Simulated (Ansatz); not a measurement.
Basis-set extrapolation for C₆H₁₆BN, SMILES `BN(CC)C(C)(C)C` (PBE0-D4/def2-TZVP geometry, frozen core, the Gaussian-basis code of Ansatz). Multiplicity 1, RHF reference.

|  | def2-TZVPP | def2-QZVPP |
| --- | --- | --- |
| HF | -315.792754 | -315.807872 |
| MP2 correlation | -1.385842 | -1.471815 |
| CCSD(T) correlation | -1.526399 | not run |

Energies in hartree. Use E(X) = E(∞) + A·exp(−7.88·√X) for Hartree–Fock and E(X) = E(∞) + B·X^(−2.97) for correlation, with X = 3 and 4, and add CCSD(T) minus MP2 of the smaller set to the MP2 limit.

Problem. What is the CCSD(T) energy at the basis-set limit?

Solution. HF limit: -315.807872 + (-0.015118) × 0.13774 = -315.80995. MP2 limit: -1.471815 + (-0.085973) × 0.74074 = -1.53550. Higher-order term: -1.526399 − (-1.385842) = -0.14056. Total: -317.48601 hartree, 104.7 kcal/mol below CCSD(T)/def2-TZVPP.
